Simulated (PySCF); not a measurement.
Estimate the missing entries of this data sheet.

[FeH6]4- (charge -4 and singlet state).
Structure used (PBE0-D3(BJ)/def2-SVP), in Å, numbered top down from 1:
```
atom  x, y, z in Å
Fe1    0.066    0.153    0.197
H2     0.035   -0.881    1.461
H3    -0.557    0.025   -1.194
H4     1.711   -0.042   -0.136
H5    -1.557    0.408    0.594
H6     0.259    1.603   -0.544
H7     0.044   -1.266   -0.379
```

```tsv
property	level	value
point group	PBE0-D3(BJ)/def2-SVP	?
rotational constants A, B, C	PBE0-D3(BJ)/def2-SVP	?
HOMO energy	B3LYP/pcSseg-1 (pcSseg-2 on Fe)	17.64 eV
LUMO energy	B3LYP/pcSseg-1 (pcSseg-2 on Fe)	19.96 eV
1H chemical shifts (computed TMS as zero) by class	GIAO B3LYP/pcSseg-1 (pcSseg-2 on Fe)	?
```

Electronic properties: PySCF, gas phase, density fitting. Geometry: PBE0-D3(BJ)/def2-SVP; no solvent or vibrations. Whether so highly charged an anion holds all its electrons in the gas phase wasn't checked; a finite basis holds them in any case. No counter-ion or solvent screens the charge of this multiply charged ion. NMR classes are plain means over equivalent atoms (diastereotopic ones count apart unless rotation or inversion swaps them), as if these changed places fast; in this geometry the members of some classes differ. The HOMO energy is positive, so at this level the finite basis confines the outermost electrons. No diffuse functions stand in pcSseg-1 (pcSseg-2 on Fe), which bears on an anion's orbital energies.

**Question.** What is the point group?

**Answer.** C2.

**Question.** Give the 1H chemical shifts (computed TMS as zero) by class.

**Answer.** -13.44 (H2/H3/H4/H5/H6/H7) ppm.

**Question.** The rotational constants A, B, C?

**Answer.** 53.128, 51.229, 41.196 GHz.

With B = h/(8π²I), that is 505.379 GHz u Å² over I, the principal moments of inertia are 9.5, 9.9 and 12.3 u Å² (most abundant isotopes). The rotational constants make it an asymmetric top with κ = (2B − A − C)/(A − C) = 0.68, nearer the oblate limit (+1).

For the NMR shielding job (B3LYP/pcSseg-1 (pcSseg-2 on Fe)), time: 4.2 s of wall time. Hardware: Arm Neoverse V1, one thread, no GPU, on a shared host.
The closed-shell solution of the metal species wasn't tested for stability.
